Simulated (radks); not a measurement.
Task: Coulomb parameter of the 4d shell of the cadmium ion Cd+ in the model configuration [Kr] 4d9 5s1 5p1, as a second difference U = [E(n + 0.25) + E(n - 0.25) - 2 E(n)] / (0.25)^2 with all orbitals relaxed. "Bare": the charge of the atom changes with n. "Screened": the 5p shell takes up the change at fixed total charge, which measures U(4d,4d) + U(5p,5p) - 2 U(4d,5p). Calculated with a radial shooting solver on a logarithmic mesh with Libxc functionals: Dirac Kohn-Sham, PBE, spin-unpolarised, spherical densities, finite nucleus; open shells are shared between the two j in proportion to 2j + 1; Fermi nuclear charge, rms radius 4.6087 fm. Estimate both.

Result: U(bare) = 13.574 eV, U(screened by 5p) = 3.887 eV, against the Slater integral F0(4d,4d) = 20.095 eV with frozen orbitals.
